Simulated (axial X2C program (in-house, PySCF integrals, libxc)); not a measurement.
# MoCl⁻ at several levels of theory

Computed with an in-house relativistic program for diatomic molecules. Spin-free means the one-electron spin-free X2C Hamiltonian; two-component (2c) means X2C with spin–orbit coupling and atomic mean-field two-electron Coulomb and Gaunt terms, so the difference of the two also holds small scalar two-electron terms. Basis: Mo dyall-acv3z [12s13p10d5f3g], Cl dyall-av3z [9s8p3d2f] (cores contracted in-house); Gaussian nuclei, density fitting, unrestricted open shells. Masses: Mo 97.905 u, Cl 34.969 u.

State, spin-free: M_S = 3, Λ = 0 (beyond evenly filled blocks: 2 × σα, π+α, π-α, δ+α, δ-α); electrons by block: σα: 15, σβ: 13, π+α: 7, π+β: 6, π-α: 7, π-β: 6, δ+α: 2, δ+β: 1, δ-α: 2, δ-β: 1. Fragments: Mo + Cl-.

State, 2c: Ω = 3 (⟨Sz⟩ = 3.00, ⟨Lz⟩ = 0.00 at PBE0); electrons by block: 1/2: 21, -1/2: 20, 3/2: 8, -3/2: 8, 5/2: 2, -5/2: 1. Fragments: Mo + Cl-.

| Hamiltonian | level | Re (Å) | ωe (cm⁻¹) | Be (cm⁻¹) | De (eV) | D0 (eV) | μ (D) |
| --- | --- | --- | --- | --- | --- | --- | --- |
| spin-free | PBE0 | 2.503 | 233.3 | 0.1044 | 1.33 | 1.32 | 0.56 |
| spin-free | HF | 2.644 | 200.7 | 0.09357 | 1.06 | 1.04 | -0.48 |
| spin-free | MP2 | 2.529 | 234.4 | 0.1023 | 1.39 | 1.37 | n/a |
| spin-free | CCSD | 2.548 | 228.4 | 0.1007 | 1.38 | 1.37 | n/a |
| spin-free | CCSD(T) | 2.541 | 230.9 | 0.1013 | 1.39 | 1.37 | n/a |
| spin-free | r2SCAN | 2.512 | 230.3 | 0.1037 | 1.37 | 1.36 | 0.62 |
| 2c | PBE0 | 2.504 | 233.0 | 0.1044 | 1.33 | 1.32 | 0.55 |
| 2c | HF | 2.645 | 200.4 | 0.09349 | 1.06 | 1.04 | -0.49 |
| 2c | MP2 | 2.530 | 234.1 | 0.1023 | 1.38 | 1.37 | n/a |
| 2c | CCSD | 2.549 | 228.0 | 0.1007 | 1.38 | 1.36 | n/a |
| 2c | CCSD(T) | 2.542 | 230.5 | 0.1012 | 1.38 | 1.37 | n/a |
| 2c | r2SCAN | 2.513 | 230.0 | 0.1036 | 1.37 | 1.36 | 0.61 |

Correlated methods: 14 electrons correlated (number of frozen shells: Mo 4 s, 3 p, 1 d; Cl 2 s, 1 p), 308 virtual spin orbitals or spinors in MP2, 90 natural virtuals in coupled cluster.

Dipoles are positive if Cl is the positive end and refer to the centre of mass.

One determinant describes the state; a PBE0 search over occupations chose it and may have missed a lower one. De is counted from the lowest determinant-based energies of the atoms at the same level, without counterpoise correction. Density functionals use the spin component along the axis (collinear). CCSD and (T) use frozen natural virtuals with an MP2 correction for the truncation; (T) itself is uncorrected, so its De runs slightly low. PBE0 can misorder states that lie within some tenths of an eV, so this need not be the ground state of the molecule. The nearest other spin-free determinant of the search, M_S = 2, Λ = 0, lies 0.45 eV up at the distance of the search. With several unpaired electrons one determinant need not be a pure state. Open-shell Ω = 0 determinants with evenly filled partner blocks cannot be reached by this program, so the Ω shown need not be the lowest component. The highest occupied level of some functionals is positive through self-interaction error; at Hartree–Fock it is bound. With the outer-core shells frozen, correlated bond lengths of heavy atoms tend to come out a few hundredths of an ångström too long. Hartree–Fock gets electron affinities wrong, so its lowest charge split need not be the true one.

Rough cost a point (2c) on 1 thread(s) of a shared host, integrals apart: PBE0 1.1 s, HF 0.8 s, CCSD(T) 7 s, r2SCAN 1 s.

The whole task took 4.6 min on 1 thread of Arm Neoverse V1 (shared host).
